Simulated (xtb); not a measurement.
xtb input (GFN1-xTB):

```bash
xtb mol.xyz --gfn 1 --opt tight --chrg 0 --uhf 0
```
mol.xyz:
```
11

Si     0.02316557    -0.01455377     0.00773879
C     -1.78066584     0.40046325     0.00267545
O      0.34687746    -1.46125672    -0.70073020
O      0.92110883     1.06562132    -0.86221799
O      0.46084220    -0.07149778     1.58942137
H     -2.35317218    -0.38055318     0.50575692
H     -2.15413207     0.49411132    -1.01837473
H     -1.97157685     1.34091407     0.52392646
H      0.78160909    -1.43504479    -1.55660690
H      0.91592985     1.98643093    -0.59136621
H      1.31039119    -0.46781982     1.80048316
```

End of the output:

```
   6 C   14 Si          1     1.9278761     1.9278761     1.9278761
   8 O   14 Si          3     1.6097277     1.6104666     1.6093081

optimized geometry written to: xtbopt.xyz

           -------------------------------------------------
          | TOTAL ENERGY              -21.527831626837 Eh   |
          | GRADIENT NORM               0.000738640573 Eh/α |
          | HOMO-LUMO GAP               7.975486775817 eV   |
           -------------------------------------------------

------------------------------------------------------------------------
------------------------------------------------------------------------
 total:
 SCF:
 ANC optimizer:
```
